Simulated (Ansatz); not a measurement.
`O[SiH2][SeH]`, charge 0, multiplicity 1.

Q: Give a relaxed structure at PBE0-D4/def2-TZVP (the Gaussian-basis code of Ansatz). (Best estimate.)

A: Computed: 
```xyz
7

O     0.2334   -1.1160    1.1669
Si    0.2674   -0.4004   -0.3100
Se   -1.4988    0.9954   -0.6830
H     0.0424   -0.5627    1.9260
H     1.4963    0.4083   -0.5042
H     0.1796   -1.5080   -1.2835
H    -0.7202    2.1833   -0.3123
```
